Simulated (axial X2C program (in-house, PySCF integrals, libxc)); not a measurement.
**Density and ELF of CsI**

All values were computed with an in-house relativistic program for diatomic molecules. Two-component (2c) means X2C with spin–orbit coupling and atomic mean-field two-electron Coulomb and Gaunt terms. Basis: Cs dyall-v2z [12s13p7d], I dyall-v2z [9s9p7d] (cores contracted in-house); Gaussian nuclei, density fitting, unrestricted open shells. Masses: Cs 132.905 u, I 126.904 u.

PBE0, with spin–orbit coupling, state Ω = 0 (closed shell); Cs at z = 0, I at z = 3.332 Å.

The maps cover the half plane through the axis: z from -2.4 to 5.7 Å along the bond, ρ from 0.15 to 2.25 Å away from it (steps of 0.3 Å, the bottom row nearest the axis).

log10 of the density in e/bohr³:

digits 0 to 9 span -4.76 to 1.84 evenly
```
0001112222222222233333222110
0011223333322233333333332211
0122333444333333444444333221
1223344444443334444554443322
1233445555544444555555544332
2234455666554444556665544332
2334556777655445567776554432
2334566898655445568987554432
```

Electron localisation function (collinear form, no current term, damped to 0 at low density):

digits 0 to 9 span 0.00 to 1.00 evenly
```
0000000000000002334443210000
0000011221000013555665432100
0000234554200025677777654200
0012457777620026778887765310
0024678878751037776667876421
0135787434773037752224777531
0246873464374137625762577642
0247862777265137437744377642
```

The state is one determinant whose occupation by symmetry is held fixed; it was picked as the lowest of a PBE0 search that is not exhaustive.
